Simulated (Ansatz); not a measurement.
Reaction (ligand exchange at a B–C bond): `CNBCN` + H₂S → `CNBS` + CH₃NH₂

Gas-phase electronic energies from Ansatz, PBE0-D4/def2-TZVP geometries. CCSD(T)/CBS adds triple-zeta CCSD(T) − MP2 to the extrapolated MP2 energy (def2 sets, frozen cores). This one scheme is used for every species. DFT in def2-TZVPP. B3LYP here is the variant with VWN-RPA as its local correlation; programs differ in this. One conformer a species, not always the lowest.

Q: Is it downhill or uphill in electronic energy at CCSD(T)/CBS, and by how much? (An estimate is asked.)

A: Computed: Downhill: ΔE = -73.7 kJ/mol.

Q: What do these levels give: PBE-D4, PBE0-D4, B3LYP-D4, CCSD(T)/def2-TZVPP, MP2/def2-QZVPP, CCSD/CBS(def2)? (Best estimate.)

A: The calculation gave: PBE-D4 -77.1, PBE0-D4 -77.2, B3LYP-D4 -75.0, CCSD(T)/def2-TZVPP -73.1, MP2/def2-QZVPP -78.3, CCSD/CBS(def2) -72.6 kJ/mol.

Largest T1 diagnostic among the species: 0.012.
